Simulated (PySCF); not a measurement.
**Working out the ionisation energy of Nb**

Nb [Kr] 4d4 5s1 (6D) → Nb⁺ [Kr] 4d4 (5D). All numbers are calculated (PySCF 2.14, scalar relativity by spin-free X2C-1e, in x2c-QZVPPall (13s8p7d3f2g, 111 functions)). Frozen: [Ar] 3d10. Energies in hartree (1 hartree = 27.21139 eV):

```csv
part,Nb (lower),Nb⁺ (upper)
UHF,-3817.278269,-3817.058167
MP2 opposite-spin,-0.218814,-0.211663
MP2 same-spin,-0.128442,-0.106371
```

Question: What does Hartree-Fock give?

Answer: (-3817.058167) − (-3817.278269) = 0.220102 hartree = 5.989 eV.

Question: What do MP2 and SCS-MP2 (6/5 opposite-spin, 1/3 same-spin) give?

Answer: The opposite-spin parts differ by 0.195 eV and the same-spin parts by 0.601 eV. MP2: 5.989 + (0.195) + (0.601) = 6.785 eV. SCS-MP2: 5.989 + 1.2 × (0.195) + (0.601)/3 = 6.423 eV.

Measured between the centres of the two terms (NIST): 6.776 eV, so MP2 (valence and next inner shell) is off by 0.009 eV.

What remains against the reference includes basis incompleteness, the frozen core and correlation beyond second order.
